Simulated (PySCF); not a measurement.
PySCF job for VOF₂, SMILES [V+](=[O])([F])[F], charge +1, multiplicity 1, TDA-PBE/def2-SVPD. Geometry: B3LYP-D3(BJ)/def2-SVP. The spin state was assumed, not searched. The isomer is the one that the SMILES or the coordinates give; other isomers of the formula were not compared.

```python
import numpy as np
from pyscf import gto, scf, dft, tdscf

mol = gto.M(
    atom='''
    V    -0.27626548   -0.04177274   -0.00000000
    O     0.27332785   -1.45891546   -0.00000001
    F     0.23152684    0.70178314    1.40236105
    F     0.23152684    0.70178316   -1.40236104
    ''',
    basis='def2-SVPD',
    charge=1,
    spin=0,
    symmetry=True,
    max_memory=1600,
    verbose=4,
)
mf = dft.RKS(mol, xc='pbe').density_fit(auxbasis='def2-universal-jkfit')
mf.grids.level = 3
mf.conv_tol = 1e-9
mf.max_cycle = 100
mf.kernel()
mf.grids = dft.Grids(mol).set(level=1).build(with_non0tab=True)  # coarser grid for the response kernel
td = tdscf.TDA(mf)
td.singlet = True
td.nstates = 10
td.conv_tol = 1e-4
td.positive_eig_threshold = 1e-6
td.kernel(x0=td.get_init_guess(mf, 15))
td.analyze()
tt = tdscf.TDA(mf)
tt.singlet = False
tt.nstates = 4
tt.conv_tol = 1e-4
tt.positive_eig_threshold = 1e-6
tt.kernel(x0=tt.get_init_guess(mf, 9))
tt.analyze(verbose=3)
```

Program output:

```
PySCF version 2.14.0

[INPUT] verbose = 4
[INPUT] num. atoms = 4
[INPUT] num. electrons = 48
[INPUT] charge = 1
[INPUT] spin (= nelec alpha-beta = 2S) = 0
[INPUT] symmetry True subgroup None
[INPUT] Mole.unit = angstrom
[INPUT] Symbol           X                Y                Z      unit          X                Y                Z       unit  Magmom
[INPUT]  1 V     -0.276265480000  -0.041772740000   0.000000000000 AA   -0.522066094872  -0.078939038073   0.000000000000 Bohr   0.0
[INPUT]  2 O      0.273327850000  -1.458915460000  -0.000000010000 AA    0.516514778716  -2.756950658294  -0.000000018897 Bohr   0.0
[INPUT]  3 F      0.231526840000   0.701783140000   1.402361050000 AA    0.437522318086   1.326177933437   2.650078312257 Bohr   0.0
[INPUT]  4 F      0.231526840000   0.701783160000  -1.402361040000 AA    0.437522318086   1.326177971232  -2.650078293360 Bohr   0.0

nuclear repulsion = 240.378114301679
point group symmetry = Cs
symmetry origin: [-4.62790067e-09  0.00000000e+00  3.85658453e-10]
symmetry axis x: [ 1.00000000e+00 -1.89957943e-09  3.20690833e-11]
symmetry axis y: [-1.89957943e-09 -1.00000000e+00 -7.66400470e-09]
symmetry axis z: [-3.20690979e-11 -7.66400470e-09  1.00000000e+00]
num. orbitals of irrep A' = 62
num. orbitals of irrep A" = 41
number of shells = 39
number of NR pGTOs = 175
number of NR cGTOs = 103
basis = def2-SVPD
ecp = {}


[settings echo left out]
init E= -1218.31354369707
HOMO (A") = -0.495953000372626  LUMO (A') = -0.283299553286562  gap/eV = 5.78660
cycle= 1 E= -1217.59097383114  delta_E= 0.723  |g|= 1.36  |ddm|= 2.87
HOMO (A") = -0.561558907069232  LUMO (A') = -0.556771880965029  gap/eV = 0.13026
cycle= 2 E= -1201.32625881934  delta_E= 16.3  |g|= 8.18  |ddm|= 4.58
HOMO (A") = -0.555544178819661  LUMO (A') = -0.46377249215715  gap/eV = 2.49723
cycle= 3 E= -1217.72923937727  delta_E= -16.4  |g|= 1.16  |ddm|= 4.02
HOMO (A") = -0.616810973219623  LUMO (A') = -0.51213577372985  gap/eV = 2.84836
cycle= 4 E= -1217.85536354239  delta_E= -0.126  |g|= 0.671  |ddm|= 0.513
HOMO (A") = -0.607804991623087  LUMO (A') = -0.50446624124897  gap/eV = 2.81199
cycle= 5 E= -1217.86863061523  delta_E= -0.0133  |g|= 0.636  |ddm|= 0.291
HOMO (A") = -0.605779613065941  LUMO (A') = -0.50100691372491  gap/eV = 2.85101
cycle= 6 E= -1217.87877601049  delta_E= -0.0101  |g|= 0.582  |ddm|= 0.0311
HOMO (A") = -0.609328225273353  LUMO (A') = -0.486684012610233  gap/eV = 3.33732
cycle= 7 E= -1217.93060275073  delta_E= -0.0518  |g|= 0.0545  |ddm|= 0.218
HOMO (A") = -0.609525245443717  LUMO (A') = -0.484925819393236  gap/eV = 3.39052
cycle= 8 E= -1217.93108248691  delta_E= -0.00048  |g|= 0.00609  |ddm|= 0.0216
HOMO (A") = -0.609525874040484  LUMO (A') = -0.484693026347403  gap/eV = 3.39687
cycle= 9 E= -1217.93108839248  delta_E= -5.91e-06  |g|= 0.00073  |ddm|= 0.00297
HOMO (A") = -0.609554126203293  LUMO (A') = -0.484707557787878  gap/eV = 3.39725
cycle= 10 E= -1217.93108848643  delta_E= -9.39e-08  |g|= 0.000397  |ddm|= 0.000643
HOMO (A") = -0.609548332326234  LUMO (A') = -0.484715212996017  gap/eV = 3.39688
cycle= 11 E= -1217.93108851315  delta_E= -2.67e-08  |g|= 1.99e-05  |ddm|= 0.000178
HOMO (A") = -0.609547767846254  LUMO (A') = -0.484714664498486  gap/eV = 3.39688
cycle= 12 E= -1217.93108851324  delta_E= -8.75e-11  |g|= 4.59e-06  |ddm|= 1.28e-05
HOMO (A") = -0.609547419987288  LUMO (A') = -0.484715825752056  gap/eV = 3.39684
Extra cycle  E= -1217.93108851303  delta_E= 2.06e-10  |g|= 3.62e-05  |ddm|= 1.84e-05
converged SCF energy = -1217.93108851303
tot grids = 23344
Overwritten attributes  positive_eig_threshold  of <class 'pyscf.tdscf.rks.TDA'>


******** <class 'pyscf.tdscf.rks.TDA'> for <class 'pyscf.df.df_jk.DFSymAdaptedRKS'> ********
nstates = 10 singlet
deg_eia_thresh = 1.000e-03
wfnsym = None
conv_tol = 0.0001
eigh lindep = 1e-12
eigh level_shift = 0
eigh max_cycle = 100


Excitation energies (eV)
[3.46862537 3.98008756 4.24640634 4.51401335 4.54532769 4.80310487
 4.94492425 5.29985274 5.3117278  5.44197291]

** Singlet excitation energies and oscillator strengths **
Excited State   1:   A"      3.46863 eV    357.44 nm  f=0.0002
      24 -> 25       -0.70507
Excited State   2:   A'      3.98009 eV    311.51 nm  f=0.0003
      23 -> 25       -0.62896
      24 -> 26       -0.31046
Excited State   3:   A'      4.24641 eV    291.97 nm  f=0.0047
      23 -> 25       -0.29683
      24 -> 26        0.60590
      24 -> 28        0.10346
Excited State   4:   A'      4.51401 eV    274.67 nm  f=0.0028
      22 -> 25       -0.69729
Excited State   5:   A"      4.54533 eV    272.77 nm  f=0.0000
      21 -> 25       -0.11750
      22 -> 26       -0.10037
      23 -> 26       -0.66285
      24 -> 27       -0.18589
Excited State   6:   A"      4.80310 eV    258.13 nm  f=0.0002
      21 -> 25        0.35868
      22 -> 26       -0.15234
      23 -> 26        0.11994
      24 -> 27       -0.57286
Excited State   7:   A"      4.94492 eV    250.73 nm  f=0.0045
      21 -> 25       -0.40241
      22 -> 26        0.43098
      24 -> 27       -0.35364
Excited State   8:   A'      5.29985 eV    233.94 nm  f=0.0016
      21 -> 26        0.68808
Excited State   9:   A"      5.31173 eV    233.42 nm  f=0.0089
      20 -> 26       -0.19609
      21 -> 25       -0.33877
      21 -> 27       -0.21454
      22 -> 26       -0.49728
      23 -> 26        0.14232
Excited State  10:   A'      5.44197 eV    227.83 nm  f=0.0031
      22 -> 27        0.18842
      23 -> 27       -0.64382
      24 -> 28        0.12801

** Transition electric dipole moments (AU) **
state          X           Y           Z        Dip. S.      Osc.
  1         0.0000      0.0000      0.0467      0.0022      0.0002
  2        -0.0226      0.0457      0.0000      0.0026      0.0003
  3         0.0374      0.2090     -0.0000      0.0451      0.0047
  4         0.1375      0.0777     -0.0000      0.0249      0.0028
  5        -0.0000     -0.0000     -0.0166      0.0003      0.0000
  6         0.0000      0.0000     -0.0409      0.0017      0.0002
  7         0.0000      0.0000      0.1937      0.0375      0.0045
  8         0.1028      0.0392     -0.0000      0.0121      0.0016
  9         0.0000      0.0000      0.2610      0.0681      0.0089
 10        -0.1317      0.0764     -0.0000      0.0232      0.0031

** Transition velocity dipole moments (imaginary part, AU) **
state          X           Y           Z        Dip. S.      Osc.
  1         0.0000      0.0000     -0.0068      0.0000      0.0002
  2         0.0002     -0.0162      0.0000      0.0003      0.0012
  3         0.0151     -0.0465     -0.0000      0.0024      0.0102
  4        -0.0032      0.0115      0.0000      0.0001      0.0006
  5        -0.0000      0.0000      0.0067      0.0000      0.0002
  6         0.0000     -0.0000      0.0105      0.0001      0.0004
  7         0.0000     -0.0000     -0.0168      0.0003      0.0010
  8         0.0076     -0.0128      0.0000      0.0002      0.0008
  9        -0.0000      0.0000     -0.0298      0.0009      0.0030
 10        -0.0042     -0.0244     -0.0000      0.0006      0.0020

** Transition magnetic dipole moments (imaginary part, AU) **
state          X           Y           Z
  1         0.1687     -0.1232      0.0000
  2         0.0000     -0.0000     -0.5811
  3         0.0000      0.0000     -0.5464
  4         0.0000      0.0000     -0.6599
  5         0.2754      0.3688     -0.0000
  6        -0.2653      0.2716     -0.0000
  7         0.1844      0.3184     -0.0000
  8         0.0000      0.0000      0.6593
  9        -0.7717      0.2687     -0.0000
 10         0.0000      0.0000      1.1226


******** <class 'pyscf.tdscf.rks.TDA'> for <class 'pyscf.df.df_jk.DFSymAdaptedRKS'> ********
nstates = 4 triplet
deg_eia_thresh = 1.000e-03
wfnsym = None
conv_tol = 0.0001
eigh lindep = 1e-12
eigh level_shift = 0
eigh max_cycle = 100


Excitation energies (eV)
[3.28363457 3.58400744 3.71356985 4.11738401]

** Triplet excitation energies and oscillator strengths **
Excited State   1:   A"      3.28363 eV    377.58 nm  f=0.0000
Excited State   2:   A'      3.58401 eV    345.94 nm  f=0.0000
Excited State   3:   A'      3.71357 eV    333.87 nm  f=0.0000
Excited State   4:   A'      4.11738 eV    301.12 nm  f=0.0000
```

The calculation finished and met its thresholds.
